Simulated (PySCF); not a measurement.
# Correlation energy of Mg (magnesium, neutral)

[Ne] 3s1 3p1, 3s spin antiparallel (an excited configuration). Calculation: PySCF 2.14, in x2c-QZVPPall (9s6p5d2f, 66 functions); scalar relativity by spin-free X2C-1e. Frozen: [Ne]; 2 electrons correlated.

Total MP2 correlation energy: -16.14 mhartree.

Same-spin part 0.00 and opposite-spin part -16.14 mhartree; SCS-MP2 scales them by 1/3 and 6/5 to -19.37 mhartree.

The basis was made for the ground configuration and has no added diffuse functions, which can raise the energy of the promoted electron.
